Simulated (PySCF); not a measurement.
Isomers of C3H12OSi2, from PBE0-D3(BJ)/def2-SVP geometry optimisation, gas phase (PySCF). One conformer each, no zero-point energy, no frequencies.

Question: Which isomer lies lowest at this level?
A. `[CH3:1][CH2:2][SiH2:3][O:4][SiH2:5][CH3:6]` with C1–C2–Si3–O4 -177°: A = 5083, B = 893.4, C = 828.1 MHz, dipole 1.29 D
B. `[CH3:1][CH2:2][O:3][Si@H:4]([CH3:5])[SiH3:6]` with C1–C2–O3–Si4 -170°, C2–O3–Si4–C5 -66°: A = 3317, B = 1136, C = 909.7 MHz, dipole 1.66 D
C. `C[Si](C)(C)O[SiH3]`: A = 3031, B = 1296, C = 1294 MHz, dipole 1.08 D
D. `[CH3:1][O:2][C@@H:3]([SiH3:4])[CH2:5][SiH3:6]` with C1–O2–C3–Si4 84°, O2–C3–C5–Si6 44°: A = 3080, B = 1375, C = 1010 MHz, dipole 1.34 D

Answer: C. That is `C[Si](C)(C)O[SiH3]`, 13.5 kcal/mol below the next.

| SMILES | mapped SMILES | E (Eh) | relative (kcal/mol) | relative (kJ/mol) | dipole (D) |
| --- | --- | --- | --- | --- | --- |
| C[Si](C)(C)O[SiH3] | [CH3:1][Si:2]([CH3:3])([CH3:4])[O:5][SiH3:6] | -775.07181 | 0.0 | 0.0 | 1.08 |
| CC[SiH2]O[SiH2]C | [CH3:1][CH2:2][SiH2:3][O:4][SiH2:5][CH3:6] | -775.05028 | 13.5 | 56.5 | 1.29 |
| CCO[Si@H](C)[SiH3] | [CH3:1][CH2:2][O:3][Si@H:4]([CH3:5])[SiH3:6] | -774.99343 | 49.2 | 205.8 | 1.66 |
| CO[C@@H]([SiH3])C[SiH3] | [CH3:1][O:2][C@@H:3]([SiH3:4])[CH2:5][SiH3:6] | -774.92520 | 92.0 | 384.9 | 1.34 |

As drawn, the lowest has an Si–O bond, which the highest lacks.
